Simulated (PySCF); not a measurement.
Problem. Write Cartesian coordinates for `Oc1ccc(C(F)=C(F)F)c(Cl)c1` as optimised with GFN2-xTB.

Solution. 
```xyz
17
C8H4ClF3O angstrom
O      3.467    0.326    0.276
C      2.140    0.115    0.152
C      1.503   -0.994    0.701
C      0.142   -1.149    0.551
C     -0.624   -0.206   -0.136
C     -2.068   -0.431   -0.243
F     -2.435   -1.702   -0.520
C     -3.043    0.451   -0.031
F     -4.338    0.187   -0.129
F     -2.852    1.705    0.348
C      0.032    0.884   -0.717
Cl    -0.826    2.020   -1.685
C      1.396    1.046   -0.569
H      3.877   -0.384    0.787
H      2.074   -1.733    1.245
H     -0.353   -2.009    0.976
H      1.902    1.886   -1.016
```

Orientation and origin are arbitrary. Atoms count from 1 in this order. Of the pairs four or more bonds apart, F10···Cl12 is among the closest relative to their van der Waals radii: 2.89 Å, 90 % of the sum of Bondi's values. The 6-membered ring C2–C3–C4–C5–C11–C13 has internal angles of 118.3° to 121.3° (sum 720°, against 720° for a flat polygon); it is planar, 0.01 Å rms from its mean plane, widest ring torsion 2°. The C–F distances run from 1.324 Å (C8–F10, drawn single) to 1.352 Å (C6–F7, drawn single), a spread of 0.028 Å. The C–C distances run from 1.332 Å (C6=C8, drawn double) to 1.465 Å (C5–C6, drawn single), a spread of 0.133 Å.

Bonds between heavy atoms (Å): O1–C2 1.349, C2–C3 1.393, C3–C4 1.378, C4–C5 1.395, C5–C6 1.465, C6–F7 1.352, C6=C8 1.332, C8–F9 1.325, C8–F10 1.324, C5–C11 1.399, C11–Cl12 1.722, C11–C13 1.382, C2–C13 1.393.

Structure optimised with GFN2-xTB, isolated species.

Point group: C1 (no symmetry element, even within 0.4 Å). GFN2-xTB frequencies: not computed here. The numbers are those of one conformer (H–O1–C2–C3 0°, C4–C5–C6–F7 -43°).
